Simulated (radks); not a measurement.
Task: Coherent X-ray form factor from a spherical all-electron density. Method: Dirac Kohn-Sham, LDA (Slater exchange, Perdew-Wang correlation), spin-unpolarised, spherical densities, finite nucleus; Fermi nuclear charge, rms radius of each element as measured or else 0.836 A^(1/3) + 0.57 fm; computed with a radial shooting solver on a logarithmic mesh with Libxc functionals.

sin(theta)/lambda (1/angstrom)  f0 (electrons)
0.05                                    33.537
0.1                                     32.260
0.15                                    30.448
0.2                                     28.418
0.25                                    26.415
0.3                                     24.571
0.4                                     21.439
0.5                                     18.842
0.6                                     16.540
0.8                                     12.623
1                                        9.767
1.25                                     7.587
1.5                                      6.394
2                                        5.063

The species is in the configuration that NIST lists as its ground one. Which atom or ion scatters so?

Result: The krypton ion Kr2+, [Ar] 3d10 4s2 4p4. Extrapolating in s^2 from the first two rows gives f0(0) = 34.0, near the electron count 34; among species with that count, the fall with angle is slower the higher Z, and the table is that of Z = 36; from so few rows the species is fixed only to a neighbour or two.
